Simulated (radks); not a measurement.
Spherical quantum dot in the effective-mass picture: electrons in a hard-walled sphere of radius 1.52, with a point charge +2 (a donor) at the centre, all in effective atomic units (hartree* = m*/eps^2 hartree, bohr* = eps/m* bohr), one dielectric constant everywhere. Calculated with a radial shooting solver with Libxc functionals: non-relativistic Kohn-Sham, LDA (Slater exchange, Perdew-Wang correlation), spin-polarised, spherical densities. Levels are named by radial order and angular momentum (1s, 1p, 1d, 2s, ...), and open shells are averaged over m.

N = 10, configuration 1s2 1p6 1d(up 2, down 0). This is the lowest configuration that the search found. Occupied and some empty levels:

level,occupation,eigenvalue (hartree*),<r> (bohr*)
1s up,1,8.2757,0.7088
1s down,1,8.3561,0.7031
1p up,3,10.765,0.9198
1p down,3,10.881,0.9182
1d up,2,13.455,1.004
2s up,0,13.541,0.7402
1d down,0,13.581,1.003
2s down,0,13.614,0.7440
1f up,0,16.700,1.058
1f down,0,16.828,1.058
2p up,0,19.010,0.7970
2p down,0,19.086,0.7973

Energy (hartree*): total 61.0588, kinetic 45.516, external -26.109, Hartree 50.074, exchange-correlation -8.4220.
